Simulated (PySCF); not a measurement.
Start geometry of phenylgermane (`[GeH3][c]1ccccc1`) from GFN2-xTB (Å):
```
atom  x, y, z in Å
Ge1    2.515   -0.318   -0.044
C2     0.553   -0.056   -0.014
C3    -0.298   -1.162    0.057
C4    -1.618   -1.008    0.089
C5    -2.213    0.250    0.030
C6    -1.393    1.373   -0.039
C7    -0.005    1.211   -0.063
H8     3.031   -0.790    1.256
H9     2.889   -1.296   -1.059
H10    3.184    0.993   -0.343
H11    0.150   -2.153    0.113
H12   -2.284   -1.880    0.159
H13   -3.312    0.386    0.049
H14   -1.839    2.361   -0.072
H15    0.622    2.072   -0.126
```

Question: What comes out of this run: PBE0-D3(BJ)/def2-SVP geometry optimisation, gas phase (PySCF)?

Answer: 
```
atom  x, y, z in Å
Ge1    2.283    0.243   -0.447
C2     0.349    0.457   -0.395
C3    -0.495   -0.659   -0.308
C4    -1.879   -0.505   -0.259
C5    -2.442    0.770   -0.298
C6    -1.616    1.889   -0.387
C7    -0.231    1.732   -0.436
H8     2.813   -0.251    0.913
H9     2.679   -0.789   -1.520
H10    2.927    1.603   -0.775
H11   -0.071   -1.667   -0.278
H12   -2.523   -1.386   -0.191
H13   -3.527    0.892   -0.261
H14   -2.052    2.891   -0.420
H15    0.405    2.619   -0.508
```

The energy falls by 6.2 kcal/mol over 7 energy and gradient evaluations, the largest force component goes from 0.0711 to 1.4e-04 Eh/bohr, and the atoms move by 0.040 Å rms after alignment. The bond that changes most is Ge1–H9 (ends: germanium bonded to C and 3 H; Ge–H hydrogen), which lengthens by 0.082 Å. Bonds longer at the end by more than 0.005 Å: 8 of 15; shorter: 3. Among the angles that change most is C5–C4–H12, from 117.4° to 120.1°. Rotational constants go from 5439, 942.5, 810.6 to 5329, 944.7, 810.5 MHz. The orientation of the end geometry is arbitrary; only internal coordinates are fixed.

The run used 156 basis functions and 46 SCF cycles in all. The run took 2.2 min wall on Arm Neoverse N1, one thread, no GPU, on a shared host, and the process peaked at 0.62 GiB of memory.

Not checked by PBE0-D3(BJ)/def2-SVP frequencies.
